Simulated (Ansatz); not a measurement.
Gas-phase electronic energies from Ansatz, PBE0-D4/def2-TZVP geometries. CBS: MP2 limit from def2 TZ/QZ plus the TZ coupled-cluster correction, frozen cores. DFT in def2-TZVPP. B3LYP here is the variant with VWN-RPA as its local correlation; programs differ in this. Elements past krypton have def2 core potentials. For Br, Cd outer-core shells are correlated without core-valence functions, which leaves a few kJ/mol of doubt a bond. Scalar relativity is left out up to krypton. Each species was taken in one conformer, which may not be the lowest.

Reaction (redistribution): `OB(Br)Br` + `[NH2][Cd][O][SiH3]` → `OB(Br)O[SiH3]` + `[NH2][Cd][Br]`

`OB(Br)Br`:

```xyz
5

O     0.150    0.803   -0.767
B    -0.156   -0.023    0.239
Br   -1.378    0.574    1.575
Br    0.612   -1.784    0.352
H     0.772    0.429   -1.399
```

`[NH2][Cd][O][SiH3]`:

Cartesian coordinates in Å:
```
N 1.389 -1.473 -2.242
Cd 0.467 -0.200 -1.008
O -0.444 0.989 0.256
Si -1.004 0.876 1.772
H 0.868 -1.596 -3.104
H 2.305 -1.130 -2.511
H 0.083 0.584 2.755
H -1.646 2.161 2.163
H -2.019 -0.211 1.920
```

`OB(Br)O[SiH3]`:

Z-matrix (Å, degrees):
```
Si
O 1 1.659
H 1 1.480 2 105.9
H 1 1.482 2 109.9 3 119.2
H 1 1.482 2 109.9 3 -119.2
B 2 1.338 1 134.4 3 -179.9
Br 6 1.961 2 120.1 1 0.1
O 6 1.347 2 120.4 1 -179.9
H 8 0.960 6 113.6 2 -180.0
```

`[NH2][Cd][Br]`:

```xyz
5

N     0.203    0.062   -1.127
Cd   -0.363    0.112    0.803
Br   -1.197    0.295    3.054
H     1.145    0.418   -1.245
H     0.213   -0.887   -1.485
```

```json
{"level": "B97M-V", "ΔE (kcal/mol)": "-42.3", "difference from CCSD(T)/CBS": "0.6"}
{"level": "B3LYP-D4", "ΔE (kcal/mol)": "-43.7", "difference from CCSD(T)/CBS": "-0.8"}
{"level": "PBE-QIDH", "ΔE (kcal/mol)": "-43.7", "difference from CCSD(T)/CBS": "-0.8"}
{"level": "PBE", "ΔE (kcal/mol)": "-40.2", "difference from CCSD(T)/CBS": "2.7"}
{"level": "LC-ωPBE", "ΔE (kcal/mol)": "-42.5", "difference from CCSD(T)/CBS": "0.4"}
{"level": "HF/def2-SVP", "ΔE (kcal/mol)": "-52.3", "difference from CCSD(T)/CBS": "-9.4"}
{"level": "MP2/def2-SVP", "ΔE (kcal/mol)": "-43.3", "difference from CCSD(T)/CBS": "-0.4"}
{"level": "CCSD(T)/def2-TZVPP", "ΔE (kcal/mol)": "-41.3", "difference from CCSD(T)/CBS": "1.6"}
{"level": "SCS-MP2/def2-QZVPP", "ΔE (kcal/mol)": "-41.4", "difference from CCSD(T)/CBS": "1.5"}
{"level": "HF/CBS(def2)", "ΔE (kcal/mol)": "-51.9", "difference from CCSD(T)/CBS": "-9.0"}
{"level": "CCSD(T)/CBS", "ΔE (kcal/mol)": "-42.9", "difference from CCSD(T)/CBS": "0"}
```

Problem. What do rigid-rotor, harmonic-oscillator terms from PBE0-D4/def2-TZVP frequencies (298.15 K, 1 bar) make of the CCSD(T)/CBS value? (An estimate is asked.)

Solution. Ansatz gave: ΔZPE = +1.0 kcal/mol, ΔH = -42.1 kcal/mol, ΔS = -23 J/(mol·K), ΔG = -40.4 kcal/mol. Modes under 50 cm⁻¹ make the entropy rough.

Largest T1 diagnostic among the species: 0.015.

From BLYP to BHLYP (50 % exact exchange), in def2-TZVPP and without D4, ΔE moves by −6.6 kcal/mol. In def2-TZVPP, CCSD(T) changes the Hartree–Fock value by +10.8 kcal/mol (the triples alone add +1.5 kcal/mol) and MP2 by +12.1 kcal/mol. At CCSD(T), def2-SVP lies −1.0 kcal/mol from the extrapolated value and def2-TZVPP +1.6 kcal/mol.
